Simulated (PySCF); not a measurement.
C₄H₃BO₂.
SMILES with atom numbers: `[CH:1]#[C:2][C:3]#[C:4][B:5]([OH:6])[OH:7]` (hydrogens: H8 on C1; H9 on O6; H10 on O7)

Torsions of this conformer, `[CH:1]#[C:2][C:3]#[C:4][B:5]([OH:6])[OH:7]`: H–O6–B5–C4 1°, H–O7–B5–C4 1°.

The closed-shell ground state was solved at several levels (PySCF, density fitting, gas phase, non-relativistic). The structure is a single PBE0-D3(BJ)/def2-SVP conformer in the gas phase; no vibrational or solvent corrections.

```
           level  basis functions  HOMO (eV)  LUMO (eV)  gap (eV)  dipole (D)
   PBE0/pcSseg-0               69      -7.97      -1.68      6.29        3.79
PBE0/aug-cc-pVDZ              188      -7.74      -1.72      6.02        2.77
   PBE0/IGLO-III              275      -7.76      -1.74      6.02        2.80
    PBE0/cc-pVTZ              252      -7.70      -1.65      6.05        2.72
   PBE0/def2-SVP              113      -7.67      -1.57      6.10        2.79
```

(1) What might PBE0/6-311+G(2d,p) (207 basis functions) give for the same quantities?

(2) How much does the basis alone move the frontier levels among the 6 PBE0 rows (the withheld one included)?

(3) How far do the dipole and the HOMO energy spread over the levels?

Results:

(1) HOMO -7.78 eV, LUMO -1.76 eV, gap 6.02 eV, dipole 2.90 D.

(2) The HOMO by 0.30 eV and the LUMO by 0.19 eV. By rising basis size (HOMO, LUMO in eV): pcSseg-0 -7.97, -1.68; def2-SVP -7.67, -1.57; aug-cc-pVDZ -7.74, -1.72; 6-311+G(2d,p) -7.78, -1.76; cc-pVTZ -7.70, -1.65; IGLO-III -7.76, -1.74.

(3) The dipole runs from 2.72 to 3.79 D (mean 2.96 D) and the HOMO from -7.97 to -7.67 eV.
